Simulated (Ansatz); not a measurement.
Z-matrix (Å, degrees):
```
B
O 1 1.372
C 1 1.709 2 142.0
B 1 1.757 2 125.6 3 -67.5
C 1 1.552 2 135.8 3 89.0
H 1 1.410 2 112.3 3 -119.8
H 2 0.959 1 112.3 3 -118.6
H 3 1.085 1 132.3 2 17.9
H 4 1.184 1 141.9 2 -7.2
H 5 1.088 1 117.0 2 -23.0
H 5 1.085 1 121.7 2 121.3
```

The species carries charge 0 and has multiplicity 1. The bonds changed during the relaxation, so this is another structure than the one it started from.

(1) List the CAM-B3LYP/def2-TZVPP orbital energies in eV (the Gaussian-basis code of Ansatz). (An estimate is asked.)

## Answers

(1) The calculation gave: Occupied: -522.76, -278.97, -278.59, -186.83, -185.33, -30.09, -24.43, -19.18, -17.58, -16.41, -14.66, -13.65, -12.93, -12.47, -11.61, -10.88, -10.15, -8.47. Lowest empty: 0.49, 1.53, 2.23, 2.37, 2.99, 3.19, 3.22, 3.65.
